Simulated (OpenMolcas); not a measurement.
# Pt2+: moving or changing the point charges

Pt2+ among 4 point charges of -2 e arranged as a square (D4h), 1.97 Å from the ion.
```
   1.9700    0.0000    0.0000  -2.00
   0.0000    1.9700    0.0000  -2.00
  -1.9700    0.0000    0.0000  -2.00
   0.0000   -1.9700    0.0000  -2.00
```

| Item | Value |
| --- | --- |
| Program | OpenMolcas 26.06 |
| Method | CASSCF |
| Basis | ANO-RCC-VDZP [7s6p4d2f] |
| Scalar Hamiltonian | DKH2, point nucleus |
| Active space | 8 electrons in 5 orbitals (5d) |
| State averaging | 2S+1 = 3 even, 10 roots; 2S+1 = 1 even, 15 roots |
| Spin-orbit coupling | RASSI with atomic mean-field integrals over the reference wave functions |

Runs around this geometry, states (labels of D4, the rotations of D4h). Energies in cm-1 above the lowest state or level, χT in cm3 K/mol.

```tsv
R (Å)	q (e)	Ground state	First state of that spin	First gap with spin-orbit (degeneracies)	χT at 300 K	First state of another spin
1.97	-1.6	3A2	3E 4645	3891 (1, 1)	0.115	1A1 781.7
1.97	-2	1A1	1A2 8597	6389 (1, 2)	0.077	3A2 616.7
2.16	-2	3A2	3E 4475	3187 (1, 1)	0.144	1A1 2336
```

The ground state changes within this set.

Without dynamic correlation the repulsion within the d shell is too large (B by tens of per cent), so at a given field states of lower spin stand too high. Spin-orbit coupling mixes the spin-free states strongly: the lowest level takes only 53 % from its leading state, 3A2 (figures for R = 1.97, q = -1.6; the like holds for R = 1.97, q = -2, R = 2.16, q = -2). This shell can be high or low spin here, a state of another spin lies low, and with metal d orbitals alone active their balance is uncertain, so the ground spin may be wrong (holds for R = 1.97, q = -1.6; R = 2.16, q = -2). Point charges give a weaker field than real ligands, and real ions of this kind are as a rule low spin; the high spin found here belongs to the model (holds for R = 1.97, q = -1.6; R = 2.16, q = -2). This shell can be high or low spin here, a state of another spin lies low, and with metal d orbitals alone active their balance is uncertain, so the ground spin may be wrong, although the usual error favours high spin (holds for R = 1.97, q = -2). Point charges carry no covalency, so the field is a model and not that of real ligands. No measured value stands beside these numbers.
